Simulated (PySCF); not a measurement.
**Structure from NMR data**

The spectra below were simulated for a compound C₇H₁₃N.

¹H NMR (500 MHz, computed): δ 7.41 (t, 1H), 5.37 (t, 1H), 3.61 (s, 3H), 2.98 (m, 2H), 1.86 (s, 3H), 1.85 (s, 3H).

¹³C{¹H} NMR (computed): δ 161.8, 143.5, 124.1, 40.4, 30.1, 29.3, 19.3.

Non-relativistic Hamiltonian, no solvent model, one computed conformer, averaged over atoms made equivalent by symmetry, fast rotation or ring inversion. NMR shieldings at PBE0/pcSseg-1/GIAO; coordinates at the GFN2-xTB level; PySCF 2.14.

Scale: TMS for ¹H (σref 31.72), ¹³C (σref 186.93) (reference shieldings calculated alike).

**Question.** Choose the structure that fits.
A. C/N=C\CC=C(C)C
B. C1CC2CCCN2C1
C. C[C@@H]1C[C@@H]2CC[C@H]1N2
D. C/N=C1/CCC1(C)C

**Answer.** A. 

1. The formula gives 2 degrees of unsaturation (no ring in the answer).
2. 7 carbon signals for 7 carbons: no two carbons are equivalent.
3. Carbon types of the structure: 1 × C, 2 × CH, 1 × CH2, 3 × CH3, which accounts for all hydrogens.
4. δC 161.8: C=N carbon.
5. δC 143.5: fully substituted alkene carbon; the olefinic region.
6. δC 124.1: alkene CH; an sp2 carbon of a C=C bond.
7. δC 40.4: methyl carbon bonded to N; pulled downfield by the heteroatom.
8. δH 5.37: hydrogen on an alkene CH; a vinylic proton, deshielded by the sp2 carbon and the C=C anisotropy.

The others: C1CC2CCCN2C1 would give 4 carbon signals, not 7; C[C@@H]1C[C@@H]2CC[C@H]1N2 would give 10 signals for carbon-bound and other non-exchanging H, not 6; C/N=C1/CCC1(C)C would give 6 carbon signals, not 7.

Shifts are as computed. Against solution values, carbons near 30 ppm lie about +3 ppm off and those near 130 ppm about +5 ppm. Of 1211 compounds with measured shifts, 218 miss one by over three times the rms of a fit or turn the order of signals round; such compounds aren't used in these exercises. No couplings were computed; multiplicities are counted from neighbouring protons, with m where these are inequivalent, close in shift, in a saturated or five-membered ring or joined by F or P, and br s for small geminal =CH2 splittings.
